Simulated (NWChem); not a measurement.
System: CH6GeSi, singlet; SMILES [CH3][Ge][SiH3]

NWChem input:

```
start job
memory heap 200 mb stack 900 mb global 1100 mb
geometry units angstroms noautoz
  Ge    -0.514177     0.650383     0.037036
  C      1.414679     1.235942    -0.025319
  H      1.715556     1.138124    -1.095245
  H      2.115879     0.601049     0.554739
  H      1.533858     2.297922     0.266018
  Si     0.102381    -1.750422     0.012910
  H      0.396194    -2.058781     1.469512
  H      1.363580    -2.075925    -0.755806
  H     -0.976558    -2.710169    -0.423250
end
basis spherical
  Ge library cc-pvdz
  C library cc-pvdz
  H library cc-pvdz
  Si library cc-pvdz
end
dft
  xc pbe0
  iterations 150
  mulliken
end
task dft energy
```

NWChem printed, in part:

```
             Northwest Computational Chemistry Package (NWChem) 7.3.0
             --------------------------------------------------------

 C1  symmetry detected

                             Geometry "geometry" -> ""
                             -------------------------

 Output coordinates in angstroms (scale by  1.889725989 to convert to a.u.)

  No.       Tag          Charge          X              Y              Z
 ---- ---------------- ---------- -------------- -------------- --------------
    1 Ge                  32.0000    -0.49621521     0.64372231    -0.00194030
    2 C                    6.0000     1.44392791     1.19419933     0.00658485
    3 H                    1.0000     1.78172967     1.09142393    -1.05179323
    4 H                    1.0000     2.11192638     0.54641768     0.61106382
    5 H                    1.0000     1.57165072     2.25370788     0.30325119
    6 Si                  14.0000     0.07719877    -1.76786802    -0.00629668
    7 H                    1.0000     0.31215814    -2.08217430     1.45968640
    8 H                    1.0000     1.35943730    -2.11586072    -0.72897561
    9 H                    1.0000    -1.00236563    -2.70767214    -0.48249848

 Effective nuclear repulsion energy (a.u.)     228.8809037534

                                 NWChem DFT Module
                                 -----------------

 Summary of "ao basis" -> "ao basis" (spherical)
 ------------------------------------------------------------------------------
       Tag                 Description            Shells   Functions and Types
 ---------------- ------------------------------  ------  ---------------------
 Ge                         cc-pvdz                 11       27   5s4p2d
 C                          cc-pvdz                  6       14   3s2p1d
 H                          cc-pvdz                  3        5   2s1p
 Si                         cc-pvdz                  8       18   4s3p1d

            General Information
            -------------------
          SCF calculation type: DFT
          Wavefunction type:  closed shell.
          No. of atoms     :     9
          No. of electrons :    58
           Alpha electrons :    29
            Beta electrons :    29
          Charge           :     0
          Spin multiplicity:     1
          Use of symmetry is: off; symmetry adaption is: off
          Maximum number of iterations: 150
          AO basis - number of functions:    89
                     number of shells:    43
          Convergence on energy requested:  1.00D-06
          Convergence on density requested:  1.00D-05
          Convergence on gradient requested:  5.00D-04

              XC Information
              --------------
                         PBE0 Method XC Functional
                     Hartree-Fock (Exact) Exchange  0.250
          PerdewBurkeErnzerhof Exchange Functional  0.750
            Perdew 1991 LDA Correlation Functional  1.000 local
           PerdewBurkeErnz. Correlation Functional  1.000 non-local

             Grid Information
             ----------------
          Grid used for XC integration:  medium
          Radial quadrature: Mura-Knowles
          Angular quadrature: Lebedev.
          Tag              B.-S. Rad. Rad. Pts. Rad. Cut. Ang. Pts.
          ---              ---------- --------- --------- ---------
          Ge                  1.25      112          10.0       590
          C                   0.70       49          12.0       434
          H                   0.35       45          13.0       434
          Si                  1.10       88          11.0       590
          Grid pruning is: on
          Number of quadrature shells:   519
          Spatial weights used:  Erf1

      Superposition of Atomic Density Guess
      -------------------------------------

 Sum of atomic energies:       -2404.77431702

      Non-variational initial energy
      ------------------------------

 Total energy =   -2405.699755
 1-e energy   =   -3804.161639
 2-e energy   =    1169.580980
 HOMO         =      -0.201969
 LUMO         =      -0.076416

     ---------------------------------------------
      Total Density - Mulliken Population Analysis
     ---------------------------------------------

    Atom       Charge   Shell Charges
 -----------   ------   -------------------------------------------------------
    1 Ge  32    31.51   2.00  2.00  2.01  1.00  0.85  6.00  6.00  0.85  0.73  9.96  0.11
    2 C    6     6.63   2.00  0.73  0.56  2.06  1.25  0.02
    3 H    1     0.87   0.65  0.19  0.03
    4 H    1     0.88   0.66  0.19  0.03
    5 H    1     0.89   0.67  0.19  0.03
    6 Si  14    14.05   2.00  2.01  0.80  0.58  6.00  1.40  1.15  0.11
    7 H    1     1.05   0.67  0.37  0.01
    8 H    1     1.06   0.68  0.37  0.01
    9 H    1     1.06   0.68  0.36  0.01

   convergence    iter        energy       DeltaE   RMS-Dens  Diis-err
 ---------------- ----- ----------------- --------- --------- ---------
 d= 0,ls=0.0,diis     1  -2407.6668006023 -2.64D+03  7.09D-03  2.02D-01
 d= 0,ls=0.0,diis     2  -2407.6870613006 -2.03D-02  3.13D-03  5.45D-02
 d= 0,ls=0.0,diis     3  -2407.6928296070 -5.77D-03  1.17D-03  2.49D-02
 d= 0,ls=0.0,diis     4  -2407.6964886083 -3.66D-03  2.39D-04  2.88D-04
 d= 0,ls=0.0,diis     5  -2407.6965425991 -5.40D-05  5.75D-05  2.76D-05
  Resetting Diis
 d= 0,ls=0.0,diis     6  -2407.6965472302 -4.63D-06  1.08D-05  6.27D-07
 d= 0,ls=0.0,diis     7  -2407.6965473205 -9.03D-08  4.80D-06  4.84D-08

         Total DFT energy =    -2407.696547320464
      One electron energy =    -3806.524685531820
           Coulomb energy =     1277.017229278899
    Exchange-Corr. energy =     -107.069994820974
 Nuclear repulsion energy =      228.880903753431

 Numeric. integr. density =       58.000009778605

                       DFT Final Molecular Orbital Analysis
                       ------------------------------------

 Vector   27  Occ=2.000000D+00  E=-3.471886D-01
              MO Center= -2.2D-01, -2.1D+00,  1.8D-01, r^2= 2.5D+00
   Bfn.  Coefficient  Atom+Function         Bfn.  Coefficient  Atom+Function
  ----- ------------  ---------------      ----- ------------  ---------------
    85      0.327302  9 H  s                 75     -0.275048  7 H  s
    64     -0.230126  6 Si px                66     -0.220578  6 Si pz
    86      0.173565  9 H  s                 76     -0.152995  7 H  s
    67     -0.135130  6 Si px                69     -0.130986  6 Si pz
    80     -0.080977  8 H  s                 65     -0.069393  6 Si py

 Vector   28  Occ=2.000000D+00  E=-2.864123D-01
              MO Center=  2.3D-01,  2.1D-01, -2.0D-02, r^2= 3.8D+00
   Bfn.  Coefficient  Atom+Function         Bfn.  Coefficient  Atom+Function
  ----- ------------  ---------------      ----- ------------  ---------------
    31      0.327380  2 C  px                12     -0.241712  1 Ge px
    13     -0.214852  1 Ge py                34      0.214709  2 C  px
    65      0.201130  6 Si py                30     -0.159879  2 C  s
    15     -0.150116  1 Ge px                32      0.143660  2 C  py
     5      0.141420  1 Ge s                 68      0.131857  6 Si py

 Vector   29  Occ=2.000000D+00  E=-2.279168D-01
              MO Center= -3.6D-01,  2.3D-01,  5.3D-04, r^2= 3.9D+00
   Bfn.  Coefficient  Atom+Function         Bfn.  Coefficient  Atom+Function
  ----- ------------  ---------------      ----- ------------  ---------------
     5      0.370325  1 Ge s                 13      0.259912  1 Ge py
    12     -0.252810  1 Ge px                65     -0.252976  6 Si py
    15     -0.227272  1 Ge px                 4      0.214563  1 Ge s
    16      0.205606  1 Ge py                68     -0.202348  6 Si py
    60     -0.180413  6 Si s                 31      0.148103  2 C  px

 Vector   30  Occ=0.000000D+00  E=-1.040096D-01
              MO Center= -4.1D-01,  4.7D-01, -3.6D-03, r^2= 3.2D+00
   Bfn.  Coefficient  Atom+Function         Bfn.  Coefficient  Atom+Function
  ----- ------------  ---------------      ----- ------------  ---------------
    17      0.619319  1 Ge pz                14      0.456640  1 Ge pz
    76     -0.152434  7 H  s                 43      0.122641  3 H  s
    81      0.111203  8 H  s                 42      0.100207  3 H  s
    75     -0.094227  7 H  s                 48     -0.087631  4 H  s
    69      0.078136  6 Si pz                33     -0.072883  2 C  pz

 Vector   31  Occ=0.000000D+00  E= 1.753964D-02
              MO Center=  3.3D-02,  1.0D-02,  7.8D-04, r^2= 6.1D+00
   Bfn.  Coefficient  Atom+Function         Bfn.  Coefficient  Atom+Function
  ----- ------------  ---------------      ----- ------------  ---------------
    16      0.905037  1 Ge py                68      0.725069  6 Si py
    30     -0.717517  2 C  s                 60      0.717479  6 Si s
    81     -0.418918  8 H  s                  5     -0.292795  1 Ge s
    13      0.252655  1 Ge py                48      0.236795  4 H  s
    69     -0.217679  6 Si pz                43      0.192581  3 H  s

 Vector   32  Occ=0.000000D+00  E= 4.501420D-02
              MO Center= -1.0D-01, -7.7D-01, -3.8D-03, r^2= 5.9D+00
   Bfn.  Coefficient  Atom+Function         Bfn.  Coefficient  Atom+Function
  ----- ------------  ---------------      ----- ------------  ---------------
     5      0.825035  1 Ge s                 67      0.814646  6 Si px
    30     -0.772152  2 C  s                 60     -0.702856  6 Si s
    86      0.642010  9 H  s                 15      0.566084  1 Ge px
    16     -0.544653  1 Ge py                68     -0.516647  6 Si py
    81     -0.349793  8 H  s                 53      0.278824  5 H  s

     ---------------------------------------------
      Total Density - Mulliken Population Analysis
     ---------------------------------------------

[...]
```

Level: PBE0/cc-pVDZ. Low-valent species are run as closed-shell singlets; no triplet was tried in these runs. Structure relaxed at the PBE-D3(BJ)/def2-SVP level.
